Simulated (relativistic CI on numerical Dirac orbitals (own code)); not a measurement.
A reference radial Dirac CI calculation of Se3+ gave the lowest total energy -2424.44067 Ha in 34 SCF steps, from this input:

```
atom Se  Z=34  charge=3  electrons=31
nucleus A=80  rms_radius_fm=4.1400
hamiltonian dirac-coulomb  breit=on  qed=on  c_scale=1
orbitals kli  potential=per-configuration
slater_scale 1
correlation none
mixing on
grid step=0.0125 r_max=37.3
scf mixing=0.4 start=green max_iterations=150 tolerance=2e-08 node_fill=0.05
configurations
  [Ar] 3d10 4s2 4p
  [Ar] 3d10 4s 4p2
  [Ar] 3d10 4s2 4d
end
```

One setting was then changed, and the output read:

```
SCF 1: [Ar] 3d10 4s2 4p
 iter      energy (Ha)   residual   last orbital (Ha)
    1     -2386.861887   2.45e+00     -2.66506
    2     -2402.675303   8.60e-01     -1.90439
    3     -2404.527908   1.31e-01     -1.57099
    4     -2404.623643   1.23e-01     -1.57620
    5     -2404.654408   2.48e-03     -1.53133
    6     -2404.654000   3.57e-03     -1.53158
    7     -2404.654293   8.53e-05     -1.53163
    8     -2404.654302   6.25e-06     -1.53163
    9     -2404.654302   5.96e-06     -1.53163
   10     -2404.654301   3.74e-07     -1.53163
   11     -2404.654301   3.53e-08     -1.53163
   12     -2404.654301   1.02e-09     -1.53163
SCF 2: [Ar] 3d10 4s 4p2
 iter      energy (Ha)   residual   last orbital (Ha)
    1     -2386.434488   2.46e+00     -2.66506
    2     -2402.270709   8.54e-01     -1.89052
    3     -2404.109551   1.30e-01     -1.55432
    4     -2404.202680   1.15e-01     -1.56274
    5     -2404.229340   1.57e-03     -1.51981
    6     -2404.228978   3.85e-03     -1.52147
    7     -2404.229315   2.32e-05     -1.52159
    8     -2404.229318   3.04e-06     -1.52158
    9     -2404.229318   1.95e-06     -1.52158
   10     -2404.229318   5.90e-07     -1.52158
   11     -2404.229318   2.22e-08     -1.52158
   12     -2404.229318   3.22e-10     -1.52158
SCF 3: [Ar] 3d10 4s2 4d
 iter      energy (Ha)   residual   last orbital (Ha)
    1     -2386.277463   2.46e+00     -1.62604
    2     -2402.072239   8.54e-01     -1.08512
    3     -2403.893078   1.26e-01     -0.89803
    4     -2403.976410   1.13e-01     -0.90071
    5     -2404.001568   1.48e-03     -0.87896
    6     -2404.001323   2.40e-03     -0.87921
    7     -2404.001486   4.87e-05     -0.87918
    8     -2404.001489   2.68e-05     -0.87913
    9     -2404.001490   8.13e-06     -0.87913
   10     -2404.001490   1.18e-06     -0.87913
   11     -2404.001490   7.85e-08     -0.87913
   12     -2404.001490   9.52e-10     -0.87913
orbital energies (Ha): 3s -9.2688  3p1/2 -7.2291  3p3/2 -7.1771  3d3/2 -3.5861  3d5/2 -3.5778  4s -1.9793  4p1/2 -1.5366  4p3/2 -1.5316
configuration averages (Ha): Dirac-Coulomb, Breit, QED
  4s2 4p                       -2404.654301    0.288583    0.647812
  4s 4p2                       -2404.229318    0.288580    0.647257
  4s2 4d                       -2404.001490    0.288422    0.647840
levels: no., configuration, term, J, E (cm-1), weight
   1 4s2 4p                 2P*  1/2              0.0  1.00
   2 4s2 4p                 2P*  3/2           1063.8  1.00
   3 4s 4p2                 4P   1/2          61721.2  1.00
   4 4s 4p2                 4P   3/2          62102.9  1.00
   5 4s 4p2                 4P   5/2          62717.7  1.00
   6 4s 4p2                 2D   3/2          92017.4  0.86
   7 4s 4p2                 2D   5/2          92094.7  0.86
   8 4s 4p2                 2S   1/2         120408.6  1.00
   9 4s 4p2                 2P   1/2         136507.5  1.00
  10 4s 4p2                 2P   3/2         137188.0  1.00
  11 4s2 4d                 2D   3/2         152334.3  0.86
  12 4s2 4d                 2D   5/2         152432.7  0.86
lowest total energy -2403.721137 Ha
end: converged
```

(1) Which setting was changed?
A. speed of light
B. SCF mixing
C. node fill of the KLI weights
D. configuration list

## Answers

(1) A. The speed of light × 2.
